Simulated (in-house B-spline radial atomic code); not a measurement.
How G0W0 and RPA depend on the start: the caesium ion Cs⁴⁺

Configuration [Kr] 4d10 5s2 5p3, highest spin. Computed with an all-electron radial atomic-structure program (B-spline basis): all electrons, scalar-relativistic (spin-free one-electron X2C), finite nucleus, each spin shell either full or empty, empty states to l = 9 with an (l + 1/2)⁻⁴ tail; G0W0 by contour deformation at full frequency.

Spin-orbit coupling, left out, splits p levels strongly here.

```
            start  mean-field 5p up (eV)  G0W0 (eV)  QP weight  RPA correlation (Eh)
     Hartree-Fock                 -57.91     -58.70      0.969               -3.7985
         LDA VWN5                 -52.25          ?          ?                     ?
              PBE                 -52.16     -58.34      0.939               -4.1097
             PBE0                 -53.85     -58.45      0.952               -4.0233
           r2SCAN                 -52.76     -58.45      0.946               -4.0547
            HSE06                 -53.37          ?          ?                     ?
  B3LYP (VWN-RPA)                 -53.35     -58.44      0.949               -4.0415
             SCAN                 -52.78     -58.42      0.946               -4.0529
             TPSS                 -52.31     -58.40      0.941               -4.0939
        BHandHLYP                 -55.17     -58.54      0.959               -3.9442
        CAM-B3LYP                 -55.13     -58.51      0.958               -4.0051
          LC-wPBE                 -56.80     -58.54      0.964               -4.0058
            wB97X                 -56.13     -58.52      0.962                -3.988
           PBEsol                 -52.19     -58.34      0.939               -4.1117
             BLYP                 -51.82     -58.34      0.938                -4.111
          r2SCAN0                 -54.26     -58.51      0.955               -3.9866
LDA exchange-only                 -51.11     -58.40      0.936               -4.1133
```

**Question.** What G0W0 level, weight and RPA correlation energy follow from the HSE06 start?

**Answer.** G0W0 level -58.44 eV, weight 0.949, RPA correlation -4.0305 hartree.

**Question.** What G0W0 level, weight and RPA correlation energy follow from the LDA VWN5 start?

**Answer.** G0W0 level -58.35 eV, weight 0.939, RPA correlation -4.1149 hartree.

**Question.** How much of the dependence on the start does G0W0 remove?

**Answer.** The mean-field levels span 6.8 eV and the G0W0 levels 0.358 eV. Against 56 ± 1.9 eV (NIST, tabulated theory) the G0W0 removal energies are off by +2.34 to +2.70 eV, with spin-orbit coupling, Breit and QED terms left out.
